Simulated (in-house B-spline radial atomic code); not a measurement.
## PBE hybrid excitations of neutral strontium

Method: PBE hybrid with 0.5 exact exchange. Computed with a B-spline radial code for spherical atoms: linear response of the closed shell [Kr] 5s2 with the functional's adiabatic kernel; scalar-relativistic (spin-free one-electron X2C), finite nucleus, no spin-orbit coupling, no double excitations, S, P, D and F terms only; shells from n = 3 respond.

Command:
```bash
python run_td.py task.json out
```
Settings (radii: box in bohr, nucleus in fm):
```
Z                        38
electrons                38
configuration            [Kr] 5s2
hamiltonian              x2c
method                   pbeh
box_radius               75
exact_exchange_fraction  0.5
rms_radius               4.224
intervals                77
```

Run time, properties included: 1.8 s on 1 thread of Intel(R) Xeon(R) Platinum 8488C (Sapphire Rapids), with other jobs on the host.

The lowest states, in the order of their Tamm-Dancoff energies; the method's threshold (minus the highest occupied level) is 4.562 eV. Labels give the largest channel, * marks a mixed state, and oscillator strengths are full-response dipole values. Measured ¹D terms are left out, since they can mix with doubly excited terms. Semilocal kernels can invert the small singlet-triplet splittings of Rydberg terms. Energies in eV:

| state | full response | Tamm-Dancoff | oscillator strength | measured (J-weighted term) |
| --- | --- | --- | --- | --- |
| 5s → 5p 3P | 1.297 | 1.501 | - | 1.823 |
| 5s → 4d 3D | 1.768 | 1.844 | - | 2.263 |
| 5s → 4d 1D | 2.460 | 2.480 | - | - |
| 5s → 5p 1P | 2.702 | 2.830 | 1.98 | 2.690 |
| 5s → 6s 3S | 3.439 | 3.445 | - | 3.600 |
| 5s → 6s 1S | 3.632 | 3.638 | - | 3.793 |
| 5s → 6p 3P | 3.917 | 3.922 | - | - |
| 5s → 6p 1P | 4.008 | 4.024 | 0.057 | - |
| 5s → 5d 1D | ? | ? | - | - |
| 5s → 5d 3D | 4.061 | 4.062 | - | 4.343 |
| 5s → 7s 3S | ? | ? | - | - |
| 5s → 7s 1S | 4.187 | 4.188 | - | - |

Problem. Where does 5s → 5d 1D lie?

Solution. At 4.060 eV in full response, 4.062 eV in Tamm-Dancoff.

Problem. Where does 5s → 7s 3S lie?

Solution. At 4.156 eV in full response, 4.157 eV in Tamm-Dancoff.

Problem. How large is the singlet-triplet splitting of 5s → 4d (D terms) in Tamm-Dancoff?

Solution. 0.636 eV, from the unrounded values.

Problem. What polarisabilities and dispersion coefficient does the method give?

Solution. Dipole 211 bohr³, quadrupole 4811 bohr⁵, C6 3524 hartree·bohr⁶ for two such species. Recommended dipole value: 197.2 ± 0.2 bohr³ (Schwerdtfeger and Nagle, table of static dipole polarizabilities (2023 update)), which includes relativity and correlation.
